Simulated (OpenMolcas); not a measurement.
## 5s2 5p2 along the 50-electron sequence

```
Program             : OpenMolcas
Method              : XMS-RASPT2, IPEA 0.25 Eh, imaginary shift 0.1 Eh
Basis               : ANO-RCC-VTZP
Scalar Hamiltonian  : DKH2, point nucleus
Spin-orbit coupling : state interaction with AMFI integrals over the reference wave functions, term energies averaged over their components
```

Active space for each ion: 4 electrons in 9 orbitals (RAS2 5s 5p; RAS3 5d, at most 2 electrons); closed shells correlated by CASPT2: 4d.

Computed levels in cm-1 above 3P0:

| Level | Sn | Sb+ | Te2+ | I3+ | Xe4+ |
| --- | --- | --- | --- | --- | --- |
| 3P1 | 1439 | 2570 | 4050 | 5890 | 7780 |
| 3P2 | 3070 | 5030 | 7310 | 9880 | 12440 |
| 1D2 | 8890 | 12290 | 16220 | 20750 | 25570 |
| 1S0 | 17940 | 24070 | 30180 | 36550 | 43100 |
| weight of 3P in the lowest level (%) | 98 | 96 | 95 | 93 | 92 |

Mixed levels, with the weight of the term that names them: Xe4+ 3P2 (72 %), Xe4+ 1D2 (72 %).

Measured, with the error of the calculation in %. Measured levels: Sn, Sb+ from NIST Handbook of Basic Atomic Spectroscopic Data; Te2+ from the list in Zhang, Palmeri, Quinet and Biemont, Astron. Astrophys. 551, A136 (2013).

| Level | Sn | Sb+ | Te2+ |
| --- | --- | --- | --- |
| 3P1 | 1692 (-15.0) | 3055 (-15.9) | 4757 (-14.8) |
| 3P2 | 3428 (-10.5) | 5658 (-11.2) | 8167 (-10.5) |
| 1D2 | 8613 (+3.3) | 12790 (-3.9) | 17360 (-6.6) |
| 1S0 | 17162 (+4.5) | 23906 (+0.7) | 30398 (-0.7) |

The fine-structure level 3P2 changes by a factor of 4.05 from Sn to Xe4+. Its fourth root runs 7.44, 8.42, 9.25, 9.97, 10.56, with steps per unit of Z of 0.98, 0.82, 0.72, 0.59; equal steps would mean a (Z - σ)^4 law with constant σ.

1D2 changes by a factor of 2.88 over the same range, with steps per unit of Z of +3400, +3930, +4530, +4820 cm-1.

CASPT2 breaks the degeneracy within a term, and the mean is taken; among the terms shown or strongly mixed into the levels shown the widest spread is 40 cm-1 (5s2 5p2 1D, Te2+). Some high roots are left out of the spin-orbit mixing, which shifts the levels that they would mix with (holds for Sn). Active for correlation alone: 5d; no level in the range computed is led by a configuration that fills it, so any true level of that kind is missing (holds for Sn; Xe4+). The run also gave levels led by 5s2 5p 5d, which use shells meant for correlation; these and all levels above them are left out (holds for Sb+). Some terms miss by over 15 % even with CASPT2, which points to a basis or an active space too small for the shells correlated (holds for Sb+). The run also gave levels led by 5s 5p2 5d, 5s2 5p 5d, which use shells meant for correlation; these and all levels above them are left out (holds for Te2+; I3+). Measured partners are found by configuration, term and J. A level has none where our copy of the source lacks it or the pairing is in doubt (some pairs that miss far off the trend of their configuration count as doubtful), and it then counts in no deviation. Only configurations of the active space appear.
